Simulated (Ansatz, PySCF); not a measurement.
Spin states of H2Mo (SMILES [MoH2]), each relaxed with B3LYP-D3(BJ)/def2-TZVP.
State 1 (charge 0, multiplicity 5):
```csv
atom,x (Å),y (Å),z (Å)
Mo,0.5983,0.1287,0.2185
H,-0.0906,-1.4114,-0.0716
H,-0.5409,1.3301,-0.2173
```
State 2 (charge 0, multiplicity 1):
```xyz
3

Mo     0.6216     0.1332     0.2278
H     -0.1094    -1.3684    -0.0785
H     -0.5454     1.2826    -0.2196
```

Singlets are restricted, other states unrestricted; no spin–orbit coupling, no relativity up to Kr; see below for the cores. The largest T1 diagnostic is 0.033.

Correlated levels freeze the inner cores; with def2 sets outer-core shells near the valence are correlated too.

Run with Ansatz (Gaussian basis) for Hartree–Fock, density functionals and correlated methods; PySCF for the dispersion terms.  In def2 rows elements past Kr take small-core potentials, without spin–orbit coupling.

```tsv
level	energy of the multiplicity-1 state less that of the multiplicity-5 state (kcal/mol)
SVWN5/def2-TZVPP	58.24
PBE-D4/def2-TZVPP	62.01
BLYP-D3(BJ)/def2-TZVPP	[?]
PBE0/def2-TZVPP	65.80
PBE0-D3(BJ)/def2-TZVPP	65.80
CAM-B3LYP/def2-TZVPP	55.84
CAM-B3LYP-D4/def2-TZVPP	55.84
CCSD/def2-SVP	[?]
CCSD/def2-TZVPP	62.08
```

Question: Complete the blanks.

Answer: 
- BLYP-D3(BJ)/def2-TZVPP, energy of the multiplicity-1 state less that of the multiplicity-5 state (kcal/mol): 51.89
- CCSD/def2-SVP, energy of the multiplicity-1 state less that of the multiplicity-5 state (kcal/mol): 64.37

Doubts at one or more of the structures used: a restricted determinant that unrestricted orbitals would lower (CCSD/def2-SVP, CCSD/def2-TZVPP).

Ansatz is an electronic-structure program.
